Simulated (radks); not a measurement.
The numbers below are computed, except where a source is named.
Isoelectronic series with 16 electrons, all held in the configuration [Ne] 3s2 3p4, which need not be the ground one along the series. Level of theory: scalar-relativistic Kohn-Sham, BLYP, spin-unpolarised, spherical densities, finite nucleus; Fermi nuclear charge, rms radius of each element as measured or else 0.836 A^(1/3) + 0.57 fm (a radial shooting solver on a logarithmic mesh with Libxc functionals). Total energies (hartree) and orbital eigenvalues (hartree):

| ion | E (hartree) | 3p | 3s |
|---|---|---|---|
| S | -399.23081 | -0.25229 | -0.62889 |
| Cl+ | -461.12436 | -0.70836 | -1.17312 |
| Ar2+ | -527.80318 | -1.29625 | -1.85077 |
| K3+ | -599.26325 | -2.00781 | -2.65319 |
| Ca4+ | -675.50696 | -2.83913 | -3.57641 |
| Sc5+ | -756.54033 | -3.78799 | -4.61828 |
| Ti6+ | -842.37183 | -4.85302 | -5.77756 |
| V7+ | -933.01168 | -6.03334 | -7.05350 |
| Cr8+ | -1028.47140 | -7.32838 | -8.44570 |
| Mn9+ | -1128.76384 | -8.73777 | -9.95396 |
| Fe10+ | -1233.90297 | -10.26125 | -11.57823 |
| Co11+ | -1343.90362 | -11.89871 | -13.31859 |
| Ni12+ | -1458.78186 | -13.65007 | -15.17517 |
| Cu13+ | -1578.55393 | -15.51534 | -17.14820 |
| Zn14+ | -1703.23804 | -17.49456 | -19.23797 |
| Ga15+ | -1832.85246 | -19.58781 | -21.44479 |
| Ge16+ | -1967.41666 | -21.79521 | -23.76905 |
| As17+ | -2106.95139 | -24.11689 | -26.21116 |
| Se18+ | -2251.47741 | -26.55301 | -28.77156 |
| Br19+ | -2401.01718 | -29.10377 | -31.45075 |
| Kr20+ | -2555.59356 | -31.76937 | -34.24924 |
| Rb21+ | -2715.23067 | -34.55002 | -37.16758 |
| Sr22+ | -2879.95325 | -37.44596 | -40.20636 |
